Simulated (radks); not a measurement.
Coulomb parameter of the 4f shell of neutral holmium in the model configuration [Xe] 4f10 6s2 6p1, as a second difference U = [E(n + 0.25) + E(n - 0.25) - 2 E(n)] / (0.25)^2 with all orbitals relaxed. "Bare": the charge of the atom changes with n. "Screened": the 6p shell takes up the change at fixed total charge, which measures U(4f,4f) + U(6p,6p) - 2 U(4f,6p). All-electron calculation, scalar-relativistic Kohn-Sham, r2SCAN, spin-unpolarised, spherical densities, finite nucleus; meta-GGA in the generalised Kohn-Sham scheme; Fermi nuclear charge, rms radius 5.2022 fm. Program: a radial shooting solver on a logarithmic mesh with Libxc functionals.

case                      configuration  E - E(n) (eV)
start                 [Xe] 4f10 6s2 6p1          0.000
bare +0.25         [Xe] 4f10.25 6s2 6p1         -2.709
bare -0.25          [Xe] 4f9.75 6s2 6p1          3.663
screened +0.25  [Xe] 4f10.25 6s2 6p0.75         -2.338
screened -0.25   [Xe] 4f9.75 6s2 6p1.25          2.924

U(bare) = 15.257 eV, U(screened by 6p) = 9.370 eV, against the Slater integral F0(4f,4f) = 32.217 eV with frozen orbitals. The step up makes a negative ion, whose loosely bound charge lowers the bare value.
